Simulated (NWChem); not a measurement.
Species: C$_{2}$H$_{7}$NSi; SMILES C1[SiH2]CN1

```xyz
11

C     -0.1400    -0.4458     1.1665
N      0.2587    -1.2590     0.0000
C     -0.1400    -0.4458    -1.1665
Si     0.0612     1.0602     0.0000
H      0.5205    -0.5666     2.0511
H     -1.2023    -0.5721     1.5014
H     -0.0741    -2.2321     0.0000
H     -1.2023    -0.5721    -1.5014
H      0.5205    -0.5666    -2.0511
H     -0.9801     2.1487     0.0000
H      1.4304     1.6802     0.0000
```
Atoms are numbered in this order, from 1.

Results from NWChem. All runs use the structure optimised with PBE-D3(BJ)/def2-SVP.

Task: Order these by “dipole (D)”, lowest first: TPSS/def2-SVP; TPSS/pcseg-1; TPSS/STO-3G.

Result: TPSS/def2-SVP (0.98), TPSS/pcseg-1 (1.05), TPSS/STO-3G (1.18)
